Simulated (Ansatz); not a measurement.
Cartesian coordinates in Å:
```
N -0.374 -1.430 -0.175
Si 0.426 -0.411 0.920
O 1.443 0.709 0.227
Ga -2.283 2.315 -0.533
O -0.996 1.321 -1.349
H -0.903 -1.030 -0.935
H -0.124 -2.393 -0.309
H 1.185 -1.303 1.837
H 2.201 0.358 -0.245
H -0.510 0.462 1.667
H -0.065 1.401 -1.104
```

Total charge 0; spin multiplicity 1. The bonds changed during the relaxation, so this is another structure than the one it started from.

**Question.** List the PBE0/def2-TZVPP orbital energies in eV (Ansatz 0.2.0). (An estimate is asked.)

**Answer.** The calculation gave: Occupied: -10146.72, -1802.90, -1252.53, -1108.67, -1108.66, -1108.58, -522.72, -521.71, -390.62, -150.80, -145.10, -103.70, -103.67, -103.45, -99.79, -99.77, -99.74, -28.14, -26.68, -23.59, -22.80, -22.80, -22.65, -22.62, -22.46, -15.78, -13.87, -13.50, -13.29, -11.16, -10.88, -9.91, -9.52, -9.00, -8.48, -7.53, -6.90. Lowest empty: -1.06, -0.87, 0.50, 1.14, 1.57, 2.36, 2.68, 2.77.
